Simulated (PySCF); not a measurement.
C₉H₆N₄, SMILES N1C=CC2=CC=NC3=CC=NC=1N23.

Geometry: PBE0-D3(BJ)/def2-SVP.

Two levels are set side by side: PBE/def2-SVP (PySCF) and CAM-B3LYP/def2-SVP (PySCF). Same geometry, gas phase. Differences are taken from unrounded values.

```tsv
quantity	CAM-B3LYP	PBE	PBE minus CAM-B3LYP
orbital gap (eV)	5.39	1.80	-3.60
highest occupied level (eV)	-6.64	-4.91	1.73
lowest empty level (eV)	-1.24	-3.11	-1.87
dipole moment (D)	3.38	3.23	-0.16
mean polarisability (bohr³)	122.4	125.0	2.6
```

PBE's occupied levels lie high since its potential decays too fast outside the molecule; exact exchange lowers them and widens the gap. Differences between two approximate levels are no errors against the true value.

Rough cost on one machine, each run with all the roots and properties that it gave: CAM-B3LYP against PBE within a factor of 2.
